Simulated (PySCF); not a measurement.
## Br2 under electron impact: the energy ladder

r²SCAN in PySCF with def2-TZVPPD on every atom, for the lowest determinant that a PBE0 search found; no spin–orbit coupling.

| species | state (unpaired electrons) | Re (Å) | ωe (cm⁻¹) | energy of the minimum from the neutral (eV) | De (eV) | dissociates to |
| --- | --- | --- | --- | --- | --- | --- |
| Br2 | singlet (closed shell) | 2.293 | 326 | 0.00 | 2.32 | Br + Br |
| Br₂⁺ | doublet (π ↑) | 2.205 | 371 | 10.45 | 3.76 | Br⁺ + Br |
| Br₂⁻ | doublet (σ ↑) | 2.924 | 131 | -2.80 | 1.59 | Br + Br⁻ |

Work out the lowest energy to break Br2 into atoms, from its vibrational ground state.

D0 = De − ωe/2 = 2.32 − 0.02 = 2.30 eV (r²SCAN/def2-TZVPPD).

Work out the ionisation energy of the Br atom at this level and the threshold of dissociative ionisation.

IE(Br) = 10.45 + 3.76 − 2.32 = 11.89 eV, so Br⁺ + Br + e⁻ appears at D0 + IE(Br) = 14.19 eV (r²SCAN/def2-TZVPPD). The measured IE(Br) is 11.814 eV (NIST ASD).

Work out the electron affinity of the Br atom and the threshold of dissociative attachment.

EA(Br) = 2.32 − 1.59 − (-2.80) = 3.53 eV, so Br + Br⁻ needs D0 − EA(Br) = -1.23 eV (negative: it is exothermic at zero electron energy) (r²SCAN/def2-TZVPPD). The measured EA(Br) is 3.364 eV.

At which energy does ion-pair formation open?

Br⁺ + Br⁻ lies at D0 + IE(Br) − EA(Br) = 10.66 eV (r²SCAN/def2-TZVPPD).

These are thermodynamic thresholds; the onsets seen under electron impact lie higher where the geometry changes, and cross-sections peak well above them.

States were picked by a PBE0 search and need not be the measured ground states.
